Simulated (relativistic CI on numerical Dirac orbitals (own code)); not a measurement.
## The 38-electron sequence from Sr to I¹⁵⁺

These numbers are calculated, not measured: Dirac-Coulomb-Breit CI, orbitals from a KLI potential per configuration, model QED, valence Slater integrals scaled by 0.9, P86 correlation energy added to each configuration (own radial code, finite nucleus).

Configurations in the expansion (outside the closed core [Ar] 3d10): 4s2 4p6 4d2, 4s2 4p6 5s2, 4s2 4p5 4d3, 4s2 4p6 4d 4f, 4s2 4p6 4f2, 4s2 4p6 4d 5s, 4s 4p6 4d3. Levels of other configurations are missing.

Energies above each ion's lowest level, in cm⁻¹. Levels are followed by their leading LS label, which can pass from one level to another where the coupling changes.

| Ion | 4s2 4p6 4d2 3F_2 | 4s2 4p6 4d2 3F_3 | 4s2 4p6 4d2 3F_4 | 4s2 4p6 4d2 3P_1 | 4s2 4p6 4d2 3P_0 | 4s2 4p6 4d2 3P_2 | 4s2 4p6 4d2 1D_2 |
| --- | --- | --- | --- | --- | --- | --- | --- |
| Sr | 36445.9 | 36468.8 | 36505.7 | 39907.3 | 39909.9 | 39913.5 | 40781.7 |
| Zr²⁺ | 0.0 | 573.7 | 1270.8 | 8781.4 | 8580.1 | 9196.5 | 6198.0 |
| Nb³⁺ | 0.0 | 977.3 | 2133.5 | 10479.8 | 10114.7 | 11371.2 | 8863.0 |
| Mo⁴⁺ | 0.0 | 1465.2 | 3148.3 | 12016.6 | 11442.0 | 13521.8 | 10548.9 |
| Tc⁵⁺ | 0.0 | 2046.5 | 4328.4 | 13519.6 | 12680.7 | 15752.4 | 12011.8 |
| Ru⁶⁺ | 0.0 | 2732.1 | 5689.0 | 15069.5 | 13901.6 | 18144.4 | 13444.9 |
| Rh⁷⁺ | 0.0 | 3533.0 | 7244.6 | 16714.2 | 15141.8 | 20753.0 | 14929.5 |
| Pd⁸⁺ | 0.0 | 4461.2 | 9009.4 | 18480.9 | 16416.8 | 23615.8 | 16507.1 |
| Ag⁹⁺ | 0.0 | 5528.5 | 10996.5 | 20387.1 | 17731.7 | 26761.7 | 18203.2 |
| Cd¹⁰⁺ | 0.0 | 6747.6 | 13218.5 | 22446.6 | 19086.4 | 30216.6 | 20036.3 |
| In¹¹⁺ | 0.0 | 8131.5 | 15686.2 | 24672.2 | 20479.1 | 34005.9 | 22022.8 |
| Sn¹²⁺ | 0.0 | 9693.5 | 18409.5 | 27076.7 | 21907.3 | 38155.1 | 24178.1 |
| Sb¹³⁺ | 0.0 | 11447.2 | 21396.4 | 29673.4 | 23367.9 | 42690.7 | 26517.2 |
| Te¹⁴⁺ | 0.0 | 13406.6 | 24653.2 | 32476.0 | 24857.8 | 47639.8 | 29055.5 |
| I¹⁵⁺ | 0.0 | 15586.1 | 28184.9 | 35498.6 | 26373.7 | 53030.2 | 31808.3 |

In the calculation the lowest level changes from 4s2 4p6 5s2 1S_0 to 4s2 4p6 4d2 3F_2 at Zr²⁺.

Between Z = 50 and 53 the energy of 4s2 4p6 4d2 3F_3 follows a local power law Z^8.2. For orientation: electrostatic splittings inside a shell grow about linearly with the screened charge, excitations that change n as its square, and fine structure as its fourth power; written in Z itself the exponents are larger, since the screened charge grows faster in proportion.

The members near neutrality are the least accurate: they can be off by several eV, miss lower levels of configurations outside the list, or start from a wrong lowest level.
